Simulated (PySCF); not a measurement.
SMILES O=Cc1ccc(O[SiH3])s1, singlet (GFN2-xTB optimised geometry):

```
15

O     -2.543    -2.986    -0.004
C     -1.336    -3.028    -0.001
C     -0.448    -1.896     0.000
C      0.928    -1.896     0.000
C      1.489    -0.616     0.000
C      0.537     0.376     0.000
O      0.775     1.670    -0.001
Si    -0.242     2.963     0.003
S     -1.071    -0.265     0.000
H     -0.791    -3.994     0.000
H      1.509    -2.801     0.000
H      2.543    -0.408     0.000
H     -1.088     2.914    -1.187
H      0.780     3.994    -0.015
H     -1.061     2.927     1.212
```

Computed with B3LYP/def2-TZVP run with PySCF 2.14.0.

Q: What are the frontier orbital energies and the dipole moment?

A: HOMO-2 -7.58 eV, HOMO-1 -7.13 eV, HOMO -6.54 eV, LUMO -1.93 eV, LUMO+1 -0.92 eV; dipole moment 4.10 D.

Meta-Löwdin charges at B3LYP/def2-TZVP: O1 -0.43, C2 0.25, C3 -0.18, C4 -0.10, C5 -0.20, C6 0.12, O7 -0.53, Si8 0.78, S9 0.27, H10 0.07, H11 0.13, H12 0.13, H13 -0.11, H14 -0.10, H15 -0.11.
